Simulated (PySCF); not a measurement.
# Dipole response of Ag (silver, neutral)

[Kr] 4d10 5s1, 2S determinant. Calculation: PySCF 2.14, in aug-cc-pVTZ-PP with one added diffuse shell each of s, p, d, f, g type with ECP28MDF (7s7p6d4f3g, 113 functions); a scalar-relativistic core potential. Coupled (time-dependent) response in atomic units; α is the mean over directions.

| method | mean α (bohr³) | C₆ (like pair) | S(−4) |
| --- | --- | --- | --- |
| UHF | 83.26 | 695.1 | 6589 |
| PBE | 47.40 | 379.1 | 1597 |
| PBE0 | 51.88 | 411.7 | 2067 |
| revPBE | 48.81 | 392.0 | 1719 |

S(−4) is the Cauchy moment in α(ω) = α(0) + S(−4) ω² + …

Reference α: 55 ± 8 bohr³ (recommended; Schwerdtfeger and Nagle, table of static dipole polarizabilities (2023 update)). Published C₆: 341.0 (Gould and Bucko (2016)).

Hartree-Fock lies above the reference because it lacks correlation, which contracts the outer shell.

α(iu) at UHF:

```tsv
u (hartree)	α(iu) (bohr³)
0	83.26
0.0500	69.83
0.100	48.63
0.200	25.50
0.300	16.66
0.500	9.914
0.750	6.631
1.00	4.945
1.50	3.163
2.00	2.221
3.00	1.267
5.00	0.5611
```

A single London oscillator, α(iu) = α/(1 + u²/ω²), gives C₆ = (3/4) ω α². Matching the computed C₆ needs ω = 4 × 695.1 / (3 × 83.26²) = 0.134 hartree.

Energies and moments cover only the electrons outside the core potential.
